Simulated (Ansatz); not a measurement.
Molecule: GeS (charge 0, singlet). SMILES: [Ge]=[S]
Geometry from a B3LYP-D3(BJ)/def2-TZVP (Ansatz, a quantum-chemistry and plane-wave program) optimisation:
```
Ge
S 1 2.0285
```

Wanted: vertical triplet-singlet gap, E(triplet) - E(singlet), in eV. Set-up: 6-31G* and kin with 6d, 5d where marked; non-relativistic; open shells spin-unrestricted; spin-orbit terms left out; each state is the SCF solution reached for its charge and spin. First-principles rows: single points at B3LYP-D3(BJ) geometries (Ansatz). Levels can end on unlike triplets.

```
species            coefficient  E at B3LYP/6-31G* (Ansatz), Eh  E at PBE/def2-TZVPD (Ansatz), Eh
-----------------  -----------  ------------------------------  --------------------------------
charge 0, triplet           +1                     -2474.87799                       -2474.64228
charge 0, singlet           -1                     -2474.99719                       -2474.76201
```

 1 Eh = 27.2114 eV.

### Question
Work the quantity out at each level.

### Answer

- B3LYP/6-31G*: the sum of coefficient times E is 0.11920 Eh, or 3.244 eV. Result: 3.24 eV.
- PBE/def2-TZVPD: the sum of coefficient times E is 0.11973 Eh, or 3.258 eV. Result: 3.26 eV.
